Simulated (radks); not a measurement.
Values are calculated unless marked as measured or tabulated.
Problem. Orbital eigenvalues (eV) of the cadmium ion Cd+, [Kr] 4d10 5s1, of relativity; Dirac values are averaged over j with weights 2j + 1. Spin-unpolarised spherical Kohn-Sham, PBEsol, point nucleus unless stated (finite: rms radius 4.6087 fm), a radial shooting solver on a logarithmic mesh with Libxc functionals. A level marked "c x" has the speed of light scaled by that factor.

shell  non-rel.
1s       -25644
2s      -3733.6
2p      -3481.8
3s      -699.67
3p      -597.35
3d      -407.80
4s      -106.45
4p      -73.691
4d      -21.166
5s      -12.361

Give the values at the level "Dirac, finite nucleus".

Solution. 
shell  Dirac, finite nucleus  change of magnitude (%)
1s                    -26502                    +3.35
2s                   -3941.3                    +5.56
2p                   -3542.2                    +1.74
3s                   -741.53                    +5.98
3p                   -610.05                    +2.13
3d                   -402.03                    -1.41
4s                   -114.58                    +7.64
4p                   -75.862                    +2.95
4d                   -20.521                    -3.04
5s                   -13.077                    +5.79
